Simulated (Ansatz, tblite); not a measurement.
Forces on the cluster In2Se3 at its B3LYP-D4/def2-SVP geometry. Total charge 0; singlet.

In the def2 sets In takes a core potential; there is no spin–orbit coupling. The xTB rows come from tblite. The restricted singlet is unstable towards broken spin symmetry at other levels; at PBE-D4/def2-TZVP this wasn't settled. Another isomer (singlet) lies 0.42 eV lower at PBE0-D4/def2-TZVP; other spin states weren't run for this one.

GFN1-xTB (tblite), largest force 1.04 eV/Å:

```xyz
5
positions Å, forces eV/Å
In    1.806   -0.953    0.108    0.786   -0.297    0.597
In   -1.444    0.485   -1.367   -0.914    0.457   -0.174
Se   -1.477    1.076    1.272    0.650   -0.291    0.285
Se    0.487    0.205    2.163   -0.643    0.285   -0.297
Se    0.628   -0.813   -2.177    0.121   -0.154   -0.410
```

GFN2-xTB (tblite), largest force 0.97 eV/Å:

```
In 0.721 -0.369 0.098
In -0.605 0.219 -0.501
Se 0.621 -0.180 0.724
Se -0.847 0.473 0.062
Se 0.110 -0.143 -0.382
```

PBE-D4/def2-TZVP (Ansatz), largest force 0.22 eV/Å:

```
In -0.195 0.095 -0.042
In 0.172 -0.066 0.127
Se 0.107 -0.082 -0.105
Se -0.030 -0.017 -0.162
Se -0.054 0.069 0.182
```
